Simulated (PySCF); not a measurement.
Ranking problems on computed properties.

All species are isolated and taken at one optimised geometry, non-relativistic unless stated. Electronic properties by PySCF.

Dipoles, sizes and rotational constants follow the conformer. The torsions of the flexible species, by atom-mapped SMILES:
- `[H]/[N:1]=[CH:2]\[CH:3]=[O:4]`: N1–C2–C3–O4 180°
- `[CH2:1]=[N:2][CH2:3][O:4][CH2:5][O:6][CH3:7]`: C1–N2–C3–O4 -7°, N2–C3–O4–C5 -87°, C3–O4–C5–O6 -69°, O4–C5–O6–C7 -66°
- `[N:1]#[C:2][Si:3]1([OH:4])[SiH2:5][CH2:6][SiH2:7]1`: H–O4–Si3–C2 -46°
- `[NH2:1][c:2]1[cH:3][cH:4][cH:5][cH:6][n:7]1`: H–N1–C2–C3 -169°, H–N1–C2–C3 -22°

Question: Rank by smallest rotational constant, lowest first (GFN2-xTB).
A. `[H]/N=C\C=O`
B. `Cc1cccpc1`
C. `C=NCOCOC`
D. `N#C[Si]1(O)[SiH2]C[SiH2]1`
E. `Nc1ccccn1`

Answer: D (0.975 GHz), C (1.296 GHz), B (1.362 GHz), E (1.883 GHz), A (4.348 GHz).

By how much do the two ends of that ranking differ?

By 3.373 GHz, between `[H]/N=C\C=O` and `N#C[Si]1(O)[SiH2]C[SiH2]1`.

Question: Rank by HOMO energy, lowest first (PBE0/def2-SVPD at GFN2-xTB geometries).
A. `C=NCOCOC`
B. `Cc1cccpc1`
C. `C#CP(C)C#CC`
D. `[H]/N=C\C=O`
E. `N#C[Si]1(O)[SiH2]C[SiH2]1`

Answer: D (-7.85 eV), E (-7.68 eV), A (-7.36 eV), B (-7.01 eV), C (-6.71 eV).

By how much do the two ends of that ranking differ?

By 1.14 eV, between `C#CP(C)C#CC` and `[H]/N=C\C=O`.

Question: Rank by HOMO–LUMO gap, lowest first (PBE0/def2-SVPD at GFN2-xTB geometries).
A. `N#C[Si]1(O)[SiH2]C[SiH2]1`
B. `N(/[H])=C/C=O`
C. `C=NCOCOC`
D. `Cc1cpccc1`
E. `C#CP(C)C#CC`

Answer: B (5.15 eV), D (5.60 eV), A (5.80 eV), E (6.46 eV), C (6.96 eV).

Give the two extremes of that set in kcal/mol.

`[H]/N=C\C=O`: 119 kcal/mol; `C=NCOCOC`: 160 kcal/mol.

Question: Rank by lowest triplet excitation (Tamm–Dancoff), highest first (TDA PBE0/def2-SVPD at GFN2-xTB geometries).
A. `[H]/N=C\C=O`
B. `N#C/C=C1C=C/1F`
C. `N#C[Si]1(O)[SiH2]C[SiH2]1`
D. `Cc1cccpc1`
E. `C#CP(C)C#CC`
F. `C=NCOCOC`

Answer: E (4.51 eV), F (4.14 eV), C (3.92 eV), B (3.57 eV), D (3.20 eV), A (2.50 eV).

Give the two extremes of that set in kJ/mol.

`[H]/N=C\C=O`: 242 kJ/mol; `C#CP(C)C#CC`: 435 kJ/mol.

Question: Rank by lowest singlet excitation, highest first (TDDFT PBE0/def2-SVPD at GFN2-xTB geometries).
A. `Cc1cccpc1`
B. `[H]/N=C\C=O`
C. `N#C[Si]1(O)[SiH2]C[SiH2]1`
D. `C#CP(C)C#CC`
E. `C=NCOCOC`

Answer: D (5.09 eV), E (4.96 eV), A (4.83 eV), C (4.49 eV), B (3.16 eV).

By how much do the two ends of that ranking differ?

By 1.93 eV, between `C#CP(C)C#CC` and `[H]/N=C\C=O`.

Question: Rank by dipole moment, lowest first (PBE0/def2-SVPD at GFN2-xTB geometries).
A. `C#CP(C)C#CC`
B. `N#C[Si]1(O)[SiH2]C[SiH2]1`
C. `N#C/C=C1C=C/1F`
D. `C=NCOCOC`

Answer: D (1.49 D), A (1.75 D), B (3.38 D), C (6.44 D).
